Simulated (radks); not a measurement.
Values are calculated unless marked as measured or tabulated.
Question: All-electron atom: Fe X in [Ne] 3s2 3p5. Code: a radial shooting solver on a logarithmic mesh with Libxc functionals. Model: non-relativistic Kohn-Sham, LB94 model potential, spin-polarised, spherical densities, point nucleus; open shells are filled with parallel spins first. Some entries of the table are withheld. Estimate them.

orbital  occ.  eigenvalue (eV)  <r^2> (bohr^2)  <1/r> (bohr^-1)
1s down     1        -7229.977        0.004665            25.55
1s up       1        -7229.877        0.004666            25.55
2s up       1        -1057.007         0.08465            5.483
2s down     1        -1056.800         0.08475            5.478
2p up       3        -947.2882         0.06747            5.451
2p down     3        -946.8024         0.06758            5.447
3s up       1        -295.2090          0.6332            1.903
3s down     1        -293.7418          0.6327            1.907
3p up       3        -261.8483          0.6471              (1)
3p down     2        -260.4915          0.6462              (2)
3d up       0        -208.9651          0.6095            1.692
3d down     0        -208.0856          0.6057            1.699
4s up       0        -135.1710           2.678           0.9163
4s down     0        -134.5371           2.691           0.9141

Answer: 
(1) 3p up <1/r> (bohr^-1): 1.834
(2) 3p down <1/r> (bohr^-1): 1.839
